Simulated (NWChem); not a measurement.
C$_{3}$H$_{7}$BO; SMILES O=CB(C)C

```xyz
12

C      1.3895    -1.1690    -0.0358
B     -0.0074    -0.4736     0.1458
C     -1.3781    -1.2021    -0.0931
C     -0.0198     1.0794     0.4703
O     -0.0155     1.8194    -0.5123
H      2.1665    -0.8411     0.6850
H      1.3480    -2.2756    -0.0714
H      1.7494    -0.8241    -1.0349
H     -2.1634    -0.5426    -0.5143
H     -1.3005    -2.1302    -0.6941
H     -1.7467    -1.5055     0.9168
H     -0.0128     1.5274     1.5200
```
Atoms are numbered in this order, from 1.

All runs: NWChem. Pople sets run with spherical d functions. All runs use the structure optimised with PBE-D3(BJ)/def2-SVP. Atomic charges in e: unrestrained fits to the electrostatic potential beside Mulliken populations; buried atoms are poorly determined by the fit.

Q: Predict the results for Hartree-Fock/6-31G*. Quantities: ESP C1; Mulliken C1; ESP B2; Mulliken B2; ESP C3; Mulliken C3; ESP C4; Mulliken C4; ESP O5; Mulliken O5; relative RMS misfit of the potential (%).

A: The ESP C1 is -0.38 and the Mulliken C1 is -0.73. The ESP B2 comes out as 0.49, the Mulliken B2 is 0.62 and the ESP C3 is -0.37. The Mulliken C3 comes out as -0.73 and the ESP C4 is 0.33. The Mulliken C4 comes out as 0.14 and the ESP O5 is -0.50. The Mulliken O5 is -0.53. The relative RMS misfit of the potential (%) is 20.
